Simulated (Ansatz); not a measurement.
C2H6BFN (`CN(C)[B]F`) radical, relaxed with UKS PBE0-D4/def2-TZVP in Ansatz 0.2.0 from a PBE-D4/def2-SVP geometry. The force threshold is 0.005 eV/Å; the program also tests the step.

Total charge 0; spin multiplicity 2.

Start:

```xyz
11

C    -0.156   -1.179   -0.201
N     0.036    0.165    0.331
C     0.121    1.224   -0.657
B     0.132    0.420    1.705
F     0.055   -0.549    2.627
H     0.684   -1.468   -0.872
H    -1.097   -1.246   -0.792
H    -0.208   -1.904    0.632
H     0.974    1.060   -1.354
H     0.265    2.197   -0.149
H    -0.807    1.281   -1.271
```

How much energy does the relaxation release, and in how many steps? (Estimate.)

Computed: 0.04 eV, in 4 steps.

Which bonds change most? (Best estimate.)

Ansatz gave: C3–H11 from 1.114 to 1.096 Å; C3–H9 from 1.114 to 1.096 Å; C1–H6 from 1.113 to 1.095 Å; C1–H7 from 1.113 to 1.095 Å.

Give the relaxed structure. (Estimate.)

Computed: 
```xyz
11

C    -0.154   -1.168   -0.204
N     0.036    0.162    0.336
C     0.120    1.210   -0.652
B     0.131    0.419    1.693
F     0.056   -0.533    2.617
H     0.675   -1.440   -0.866
H    -1.082   -1.222   -0.785
H    -0.207   -1.895    0.605
H     0.961    1.039   -1.334
H     0.262    2.171   -0.157
H    -0.797    1.257   -1.252
```
